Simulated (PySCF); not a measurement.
Static response to an electric field

Compound: SiEt2(NHMe)2, C6H18N2Si.
Structure used (PBE0-D3(BJ)/def2-SVP), in Å, numbered top down from 1:
```xyz
27
C6H18N2Si angstrom
Si    -0.0328    0.0232    0.0430
C     -0.0754   -0.1285    1.9249
C     -1.4690    0.0292    2.5262
H      0.6079    0.6375    2.3338
H      0.3666   -1.0985    2.2169
H     -1.4652   -0.0450    3.6255
H     -1.9020    1.0083    2.2641
H     -2.1615   -0.7368    2.1425
C      1.7596    0.0354   -0.5499
C      2.5047   -1.2552   -0.2168
H      2.2904    0.9032   -0.1194
H      1.7502    0.2000   -1.6423
H      3.5272   -1.2653   -0.6269
H      2.5908   -1.4052    0.8715
H      1.9780   -2.1346   -0.6216
N     -0.8001    1.4436   -0.5995
C     -0.2082    2.7334   -0.8451
H     -1.8112    1.4682   -0.5177
H     -0.2685    3.4339    0.0119
H      0.8592    2.6208   -1.0892
H     -0.6743    3.2370   -1.7100
N     -0.9744   -1.3111   -0.5448
C     -1.2973   -1.5431   -1.9303
H     -1.0595   -2.1293    0.0468
H     -2.3140   -1.9570   -2.0540
H     -1.2762   -0.5829   -2.4686
H     -0.5975   -2.2269   -2.4505
```

Level: B3LYP/def2-SVPD (PySCF), static field, nuclei fixed, core orbitals frozen in the response. The polarisability tensor in these axes (au):

```
x   116.06  -1.65  -1.80
y    -1.65 117.48   0.72
z    -1.80   0.72 117.16
```

Give the principal values, the mean and the anisotropy Δα = √{½[(α1 − α2)² + (α2 − α3)² + (α1 − α3)²]}.

Principal values 114.40, 116.61 and 119.69 au; mean 116.90 au = 17.32 Å³ = 19.27 × 10⁻⁴⁰ C²·m²/J; Δα = 4.60 au (4 % of the mean).

What is the dipole moment?

0.16 D at this geometry.

How large is μ²/3kT at 250 K beside α?

In Gaussian units μ²/3kT = 0.24 Å³ against 17.32 Å³, a ratio of 0.01; the Debye molar polarisation (4π/3)N_A(α + μ²/3kT) is 44.3 cm³/mol, leaving out the vibrational part.

What depolarisation ratio follows for Rayleigh scattering of linearly polarised light, taking the static tensor?

ρ = 3Δα²/(45ᾱ² + 4Δα²) = 63.4/(614959 + 84.6) = 0.000103.

What are the principal values of the traceless quadrupole moment, Θ = ½Σq(3rr − r²1), about the centre of nuclear charge?

-3.03, -0.45, 3.48 D·Å. The values depend on the origin, since the dipole doesn't vanish. The electronic extent ⟨r²⟩ about the same centre is 1758 bohr², a root-mean-square distance of 2.45 Å for the 82 electrons.

The structure is a single PBE0-D3(BJ)/def2-SVP conformer in the gas phase; no vibrational or solvent corrections.
